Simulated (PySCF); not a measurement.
Species: sum formula SnCl₂F₂, charge 0, multiplicity 1. 
Structure (B3LYP-D3(BJ)/def2-TZVP (Ansatz) minimum search):
```
Sn
F 1 1.9010
F 1 1.9010 2 105.40
Cl 1 2.2916 2 109.25 3 -117.29
Cl 1 2.2916 2 109.25 3 117.29
```

Dispersion corrections to the total energy (kcal/mol) from the dftd3 and dftd4 libraries through PySCF: D3(BJ) without and D4 with the three-body term, each with the damping fitted for the functional named.

| functional | D3(BJ) | D4 |
|---|---|---|
| B3LYP | ___ | -6.05 |
| PBE0 | -2.82 | -3.18 |
| r2SCAN | -0.84 | -0.84 |
| PW6B95 | -2.30 | -2.95 |
| B2PLYP | -3.24 | -2.56 |
| TPSS | ___ | -4.92 |
| TPSSh | -3.77 | ___ |

Task: Fill in the missing entries.

Result: 
- B3LYP, D3(BJ): -5.90
- TPSS, D3(BJ): -3.96
- TPSSh, D4: -4.45
